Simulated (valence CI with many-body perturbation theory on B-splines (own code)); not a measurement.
# Lu65+: calculated level list

Level of theory: configuration interaction combined with many-body perturbation theory (CI+MBPT): four valence electrons over a frozen Dirac-Fock core [He], radial functions for each j: 11 s, 11 p, 10 d, 8 f, 5 g, 2 h, with the one-electron correlation potential Σ1, the two-electron term Σ2, the three-electron term Σ3, Breit, model QED; selected CI, second order for the rest, scaled by the run's own slope (own B-spline code, finite nucleus).

The last digits are not significant, and no measured levels were compared; by estimate large intervals hold to a few tenths of a per cent, small ones and those within an open d or f shell to about a per cent. Among the levels kept, up to 1100 cm⁻¹ of a level comes from second order outside the variational space, and about a tenth of that is noise between levels of different J, which matters for small intervals.

Levels 1 to 45 of 214, with energies above the lowest level, (2s^2 2p1/2^2) J=0. "Leading %" is the weight of the configuration and term that name the level; weights of strongly mixed levels are sums over their largest components and can fall short, so below about 35 % the name and the second component can differ from the true leading terms, or belong to a minority configuration. In the jj column 3d3/2^4 stands for four electrons in 3d with j = 3/2.

```csv
No.,Configuration,Term,J,E (Ry),Leading %,Second component,Leading jj
1,2s²2p²,³P,0,0.00,68,32 % 2s²2p² ¹S,2s^2 2p1/2^2 (100 %)
2,2s²2p²,³P,1,85.64,100,,2s^2 2p1/2 2p3/2 (100 %)
3,2s²2p²,¹D,2,86.97,65,35 % 2s²2p² ³P,2s^2 2p1/2 2p3/2 (100 %)
4,2s2p³,³P°,2,106.39,48,27 % 2s2p³ ⁵S°,2s 2p1/2^2 2p3/2 (100 %)
5,2s2p³,³D°,1,112.53,31,30 % 2s2p³ ¹P°,2s 2p1/2^2 2p3/2 (100 %)
6,2s²2p²,³P,2,174.20,65,35 % 2s²2p² ¹D,2s^2 2p3/2^2 (99 %)
7,2s²2p²,¹S,0,178.56,68,32 % 2s²2p² ³P,2s^2 2p3/2^2 (99 %)
8,2s2p³,⁵S°,2,190.02,50,46 % 2s2p³ ³D°,2s 2p1/2 2p3/2^2 (100 %)
9,2s2p³,³D°,3,193.22,100,,2s 2p1/2 2p3/2^2 (100 %)
10,2s2p³,³P°,0,197.52,100,,2s 2p1/2 2p3/2^2 (100 %)
11,2s2p³,³S°,1,199.10,52,43 % 2s2p³ ³D°,2s 2p1/2 2p3/2^2 (100 %)
12,2s2p³,¹D°,2,199.80,74,21 % 2s2p³ ³D°,2s 2p1/2 2p3/2^2 (100 %)
13,2s2p³,³P°,1,200.10,63,33 % 2s2p³ ¹P°,2s 2p1/2 2p3/2^2 (100 %)
14,2p⁴,³P,2,221.77,68,32 % 2p⁴ ¹D,2p1/2^2 2p3/2^2 (99 %)
15,2p⁴,¹S,0,226.35,64,35 % 2p⁴ ³P,2p1/2^2 2p3/2^2 (99 %)
16,2s2p³,³P°,2,282.87,51,18 % 2s2p³ ⁵S°,2s 2p3/2^3 (100 %)
17,2s2p³,¹P°,1,288.87,36,25 % 2s2p³ ³D°,2s 2p3/2^3 (100 %)
18,2p⁴,³P,1,308.50,100,,2p1/2 2p3/2^3 (100 %)
19,2p⁴,¹D,2,309.85,68,32 % 2p⁴ ³P,2p1/2 2p3/2^3 (100 %)
20,2p⁴,³P,0,399.02,65,35 % 2p⁴ ¹S,2p3/2^4 (100 %)
21,2s²2p3s,³P°,0,694.03,100,,2s^2 2p1/2 3s (100 %)
22,2s²2p3s,³P°,1,694.29,67,33 % 2s²2p3s ¹P°,2s^2 2p1/2 3s (100 %)
23,2s²2p3p,³D,1,700.15,74,22 % 2s²2p3p ¹P,2s^2 2p1/2 3p1/2 (100 %)
24,2s²2p3p,³P,0,703.48,67,32 % 2s²2p3p ¹S,2s^2 2p1/2 3p1/2 (99 %)
25,2s2p²3s,⁵P,1,712.89,41,31 % 2s2p²3s ³S,2s 2p1/2^2 3s (98 %)
26,2s2p²3s,³P,0,715.60,68,31 % 2s2p²3s ¹S,2s 2p1/2^2 3s (99 %)
27,2s2p²3p,³P°,1,719.62,33,21 % 2s2p²3p ⁵D°,2s 2p1/2^2 3p1/2 (99 %)
28,2s2p²3p,³P°,0,719.67,52,42 % 2s2p²3p ⁵D°,2s 2p1/2^2 3p1/2 (99 %)
29,2s²2p3p,³D,2,727.06,52,32 % 2s²2p3p ¹D,2s^2 2p1/2 3p3/2 (100 %)
30,2s²2p3p,³P,1,727.17,48,30 % 2s²2p3p ³S,2s^2 2p1/2 3p3/2 (99 %)
31,2s²2p3d,³F°,2,731.65,75,20 % 2s²2p3d ¹D°,2s^2 2p1/2 3d3/2 (100 %)
32,2s²2p3d,³D°,1,733.55,50,32 % 2s²2p3d ¹P°,2s^2 2p1/2 3d3/2 (99 %)
33,2s²2p3d,³P°,2,739.41,47,35 % 2s²2p3d ³D°,2s^2 2p1/2 3d5/2 (98 %)
34,2s²2p3d,³F°,3,739.71,46,32 % 2s²2p3d ¹F°,2s^2 2p1/2 3d5/2 (100 %)
35,2s2p²3p,³P°,2,746.16,35,19 % 2s2p²3p ⁵P°,2s 2p1/2^2 3p3/2 (98 %)
36,2s2p²3p,³D°,1,746.52,31,21 % 2s2p²3p ¹P°,2s 2p1/2^2 3p3/2 (99 %)
37,2s2p²3d,³D,1,750.68,46,36 % 2s2p²3d ⁵F,2s 2p1/2^2 3d3/2 (100 %)
38,2s2p²3d,³D,2,751.12,31,17 % 2s2p²3d ⁵F,2s 2p1/2^2 3d3/2 (98 %)
39,2s2p²3d,³D,3,758.22,38,17 % 2s2p²3d ⁵D,2s 2p1/2^2 3d5/2 (100 %)
40,2s2p²3d,³F,2,759.49,27,22 % 2s2p²3d ¹D,2s 2p1/2^2 3d5/2 (98 %)
41,2s²2p3s,³P°,2,782.80,98,,2s^2 2p3/2 3s (98 %)
42,2s²2p3s,¹P°,1,783.43,66,32 % 2s²2p3s ³P°,2s^2 2p3/2 3s (98 %)
43,2s²2p3p,³P,1,790.19,50,27 % 2s²2p3p ³S,2s^2 2p3/2 3p1/2 (97 %)
44,2s²2p3p,³D,2,790.34,47,32 % 2s²2p3p ¹D,2s^2 2p3/2 3p1/2 (97 %)
45,2s2p²3s,⁵P,2,796.19,84,8 % 2s2p²3s ³P,2s 2p1/2 2p3/2 3s (99 %)
```

The ionisation energy to 2s²2p ²P°1/2 of the next ion comes out as 16732 eV (NIST: 16730 ± 30 eV (theoretical)). All 214 levels together are meant to be complete up to 952.80 Ry.
